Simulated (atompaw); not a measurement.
# What one change does to a pseudopotential (Sr (Z = 38), PAW (atompaw))

| Item | Value |
| --- | --- |
| Element | Sr |
| Generator | atompaw 4.2.0.5 |
| Type | PAW |
| Functional | PBE |
| Relativity | scalar-relativistic |
| Frozen core | [Ar] 3d10 |
| Valence charge | 10 |
| Reference configuration | 4s2 4p6 4d0 5s1 5p0 (charge +1) |
| Partial waves | 4s (bound): rc 2.25 bohr; 5s (bound): rc 2.45 bohr; 4p (bound): rc 2.55 bohr; 5p (bound, empty): rc 2.25 bohr; 4d (bound, empty): rc 2.90 bohr; 4d channel at -0.05 Ry: rc 2.90 bohr |
| Local potential | bessel scheme, radius 2.10 bohr |
| Core correction | smooth core density matched at 1.75 bohr |
| Augmentation charge | besselshape compensation charge, radius 2.75 bohr; PAW radius 2.90 bohr; waves and projectors: custom rrkj gramschmidtortho |

All-electron outer shells of the reference configuration (PBE, scalar-relativistic, ld1.x):

| shell | level (eV) | outermost node (bohr) | outermost maximum (bohr) |
| --- | --- | --- | --- |
| 3d | -134.42 | – | 0.38 |
| 4s | -47.23 | 0.59 | 1.19 |
| 4p | -29.11 | 0.61 | 1.33 |
| 5s | -8.35 | 1.64 | 3.45 |
| 4d | -6.79 | 0.65 | 1.99 |
| 5p | -5.42 | 1.92 | 4.26 |

Change: local potential bessel scheme, radius 2.68 bohr.

Cutoffs: the cutoffs (Ry, on a coarse ladder) from which the occupation-weighted sum of valence levels, in a spherical-Bessel basis at the reference potential, stays within 10 and 1 mRy of its value at 400 Ry; they do not see the model core or the augmentation charge, which bear on the density cutoff.

Task: What does the change do?

Result: The potential gets neither clearly harder nor softer (15 Ry and 21 Ry → 15 Ry and 21 Ry); the range in which the s phases agree widens (upper end 2.2 → 3.8); the range in which the d phases agree narrows (upper end at the end of the scan → 2.0); neither file shows a bound ghost.

```tsv
quantity	base	changed
cutoff, loose	15 Ry	15 Ry
cutoff, tight	21 Ry	21 Ry
bound ghosts	none	none
s: phases at 2.92 bohr within 0.05 rad from the reference energy up to (Ry; the scan ends near 5)	2.2	3.8
p: phases at 2.92 bohr within 0.05 rad from the reference energy up to (Ry; the scan ends near 5)	to the end of the scan	to the end of the scan
d: phases at 2.92 bohr within 0.05 rad from the reference energy up to (Ry; the scan ends near 5)	to the end of the scan	2.0
lowest overlap eigenvalue by channel	s 0.14, p 0.10, d 0.93	s 0.12, p 0.13, d 0.90
```

 The cutoffs see the waves, projectors and local potential, not the compensation charge or the core.
